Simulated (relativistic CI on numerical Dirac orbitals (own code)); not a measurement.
# Hyperfine structure of Mo²⁴⁺, mass number 95

Method of calculation: Dirac-Coulomb-Breit CI, orbitals from a KLI potential per configuration, model QED (radiative potential, 1s self-energy scaled to tabulated hydrogen-like ionisation energies), unscaled Slater integrals (own radial code, finite nucleus).

Configurations in the expansion (outside the closed core [Ne]): 3s2.3p6, 3s2.3p5.3d, 3s.3p6.3d, 3s2.3p5.4s, 3s2.3p5.4p, 3s2.3p5.4d, 3s.3p6.4s, 3p6.3d.4p, 3p6.3d2, 3p5.3d3, 3p5.3d2.4s, 3p5.3d2.4p, 3p5.3d2.4d, 3p6.3d.4s, 3p5.3d.4s2, 3p5.3d.4s.4p, 3p5.3d.4s.4d. Double excitations out of closed p, d and f shells are left out; levels of such configurations are missing from the list, as are those of other unlisted configurations, and high levels can miss mixing partners.

Nuclear spin I = 5/2, μ = -0.9132 μN, Q = -0.022 b (tables of Stone and Pyykkö). The electronic factors are computed for point nuclear moments, without core polarisation or the Bohr-Weisskopf and QED corrections.

```
           Level  E (cm⁻¹)  A (MHz)  B (MHz)
3s2.3p5.3d 3P°_1    912894    -3425     -173
3s2.3p5.3d 3F°_3    954040    -7251      949
3s2.3p5.3d 3P°_2    954997    -3958    -62.8
3s2.3p5.3d 3F°_4    965791    -4862      863
3s2.3p5.3d 3D°_3   1033620    -4316     -377
3s2.3p5.3d 3D°_1   1091332     1414     -254
3s2.3p5.3d 3F°_2   1132364   -16690     -538
3s2.3p5.3d 1P°_1   1376529     7014     7.77
```

Levels with J = 0, under 50 % of one LS term, or S terms without an open s electron are left out. Small factors come from cancelling terms and can be off by tens of per cent or more.

At this charge energies of transitions that change n are usually good to better than 1 %, and those within a shell (Δn = 0) to a few per cent.

Task: Give the hyperfine levels of 3s2.3p5.3d 3F°_3 relative to its centre of gravity.

Result: With K = F(F + 1) − I(I + 1) − J(J + 1), E = AK/2 + B[¾K(K + 1) − I(I + 1)J(J + 1)]/[2I(2I − 1)J(2J − 1)]: F = 1/2: 73080, F = 3/2: 61950, F = 5/2: 43490, F = 7/2: 17840, F = 9/2: -14790, F = 11/2: -54140 MHz.

LS names give the leading component of a level, which can be under half, so a name can repeat, a term be missing and a line seem to break the LS rules.
